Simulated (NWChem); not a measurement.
TiH3F; SMILES [F][TiH3]

```xyz
5

Ti     0.0000     0.0000     0.4241
F      0.0000     0.0000    -1.2980
H      1.1354    -1.1543     0.9491
H     -1.5673    -0.4061     0.9491
H      0.4319     1.5604     0.9491
```
Atoms are numbered in this order, from 1.

Level: PBE-D3(BJ)/def2-SVP (NWChem), optimised geometry, unscaled harmonic frequencies. 

```
frequency (cm⁻¹)  IR intensity (km/mol)
----------------  ---------------------
435                                40.1
435                                40.1
550                               123.2
592                                73.9
592                                73.9
836                               221.1
1676                              272.3
1676                              272.3
1706                               49.1
```

- zero-point energy: 12.1 kcal/mol
- thermal correction to the enthalpy at 298.15 K (with zero-point energy): 15.2 kcal/mol
- heat capacity Cv: 12.7 cal/(mol K)
- entropy at 298.15 K and 1 atm (symmetry number 3): 61.0 cal/(mol K)
- dipole moment: 0.29 D

Rigid rotor and harmonic oscillator.
